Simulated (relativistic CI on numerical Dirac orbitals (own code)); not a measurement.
A reference radial Dirac CI calculation of Er XVII gave the lowest total energy -12985.82789 Ha in 12 SCF steps, from this input:

```
atom Er  Z=68  charge=16  electrons=52
nucleus A=166  rms_radius_fm=5.2516
hamiltonian dirac-coulomb  breit=on  qed=on  c_scale=1
orbitals kli  potential=per-configuration
slater_scale 1
correlation none
mixing on
grid step=0.0125 r_max=8.8
scf mixing=0.4 start=green max_iterations=150 tolerance=2e-08 node_fill=0.05
configurations
  [Kr] 4d10 4f6
end
```

One setting was then changed (and the iteration limit cut to 68), and the output read:

```
SCF 1: [Kr] 4d10 4f6
 iter      energy (Ha)   residual   last orbital (Ha)
      4s not found; potential halved back
error: SCF of 1s2 2s2 2p6 3s2 3p6 3d10 4s2 4p6 4d10 4f6 stopped: an orbital could not be found
end: not converged
```

Question: Which setting was changed?
A. grid step
B. Breit term
C. charge
D. start potential

Answer: A. The grid step 0.3. This setting is bad on purpose; its numbers may not be properties of the ion.
